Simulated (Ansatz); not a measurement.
C$_{2}$H$_{8}$OSi (`CCO[SiH3]`) at its PBE0-D4/def2-TZVP geometry, where that method's forces vanish. Total charge 0; spin multiplicity 1.

```xyz
12

C     1.0335    0.7759   -1.4271
C     0.3232    0.6077   -0.1078
O    -0.2735   -0.6751   -0.0570
Si   -1.1315   -1.1939    1.2430
H     0.3295    0.6769   -2.2556
H     1.5009    1.7619   -1.4841
H     1.8092    0.0167   -1.5432
H    -0.4470    1.3819    0.0109
H     1.0325    0.7218    0.7232
H    -2.2999   -0.3049    1.4998
H    -0.2859   -1.2030    2.4705
H    -1.5911   -2.5658    0.9274
```

Question: What forces (eV/Å) does PBE-D4/def2-TZVPP give on these atoms in the Gaussian-basis code of Ansatz? (Best estimate.)

Answer: Computed: 
```
C1   0.021  0.016 -0.028
C2   0.103  0.224 -0.006
O3   0.036 -0.340 -0.390
Si4 -0.179 -0.098  0.281
H5  -0.132 -0.015 -0.173
H6   0.095  0.189 -0.023
H7   0.159 -0.144 -0.032
H8  -0.160  0.184  0.035
H9   0.155  0.043  0.187
H10 -0.137  0.092  0.042
H11  0.084 -0.007  0.148
H12 -0.044 -0.145 -0.042
```
